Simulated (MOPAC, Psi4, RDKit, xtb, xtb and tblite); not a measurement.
Internal rotation in SMILES O=Cc1cccs1 (C₅H₄OS). Scanned: dihedral O1–C2–C3–S7; all other coordinates were relaxed at B3LYP-D3(BJ)/def2-SVP. Points at φ and −φ are mirror images.

Geometry of the scan point at -90° (Å):
```
11

O      2.6707     1.4671     0.2607
C      2.1269     0.3966     0.1750
C      0.6499     0.2203    -0.0175
C     -0.0389     0.1278    -1.2036
C     -1.4452    -0.0433    -1.0158
C     -1.7990    -0.0835     0.3080
S     -0.4239     0.0929     1.3439
H      2.7175    -0.5551     0.2287
H      0.4460     0.1844    -2.1793
H     -2.1626    -0.1305    -1.8329
H     -2.7921    -0.1992     0.7397
```

Levels: GFN2-xTB, on its own relaxed geometries (the stored frames are those of B3LYP-D3(BJ)/def2-SVP) (xtb and tblite); MMFF94 // B3LYP-D3(BJ)/def2-SVP (RDKit); PBE/def2-TZVP // B3LYP-D3(BJ)/def2-SVP (Psi4); PBE-D3(BJ)/def2-TZVP // B3LYP-D3(BJ)/def2-SVP (Psi4); MP2/cc-pVTZ = Psi4 with DF-MP2 (frozen core)/cc-pVTZ // B3LYP-D3(BJ)/def2-SVP; HF/cc-pVTZ // B3LYP-D3(BJ)/def2-SVP (Psi4); UFF // B3LYP-D3(BJ)/def2-SVP (RDKit); PM6, restricted, heats of formation // B3LYP-D3(BJ)/def2-SVP (MOPAC); PM3, restricted, heats of formation // B3LYP-D3(BJ)/def2-SVP (MOPAC); GFN1-xTB // B3LYP-D3(BJ)/def2-SVP (xtb).

Least-squares fit of E(φ) = a0 + Σ (a_n cos nφ + b_n sin nφ), n = 1 to 4, to the 12 scan points, in kcal/mol above the lowest point of each profile (levels whose profile four harmonics don't fit are not listed):

```
method                  a0     a1    b1     a2    b2     a3    b3     a4    b4  rms of fit
--------------------  ----  -----  ----  -----  ----  -----  ----  -----  ----  ----------
GFN2-xTB              3.95   0.29  0.00  -4.01  0.00  -0.08  0.00   0.32  0.00        0.05
MMFF94                5.94   1.22  0.00  -4.93  0.00   0.06  0.00   0.37  0.00        0.07
PBE/def2-TZVP         5.60  -0.37  0.00  -5.49  0.00  -0.12  0.00   0.47  0.00        0.08
PBE-D3(BJ)/def2-TZVP  5.63  -0.37  0.00  -5.52  0.00  -0.13  0.00   0.47  0.00        0.09
MP2/cc-pVTZ           5.15  -0.43  0.00  -4.85  0.00  -0.12  0.00   0.29  0.00        0.03
HF/cc-pVTZ            4.86  -0.51  0.00  -4.30  0.00  -0.11  0.00   0.02  0.00        0.05
UFF                   5.13   0.57  0.00  -4.98  0.00   0.05  0.00   0.64  0.00        0.15
PM6                   1.85  -0.33  0.00  -1.37  0.00   0.01  0.00  -0.23  0.00        0.07
PM3                   1.98   0.90  0.00  -0.78  0.00   0.20  0.00  -0.20  0.00        0.08
GFN1-xTB              3.80   0.18  0.00  -3.87  0.00   0.00  0.00   0.25  0.00        0.03
```
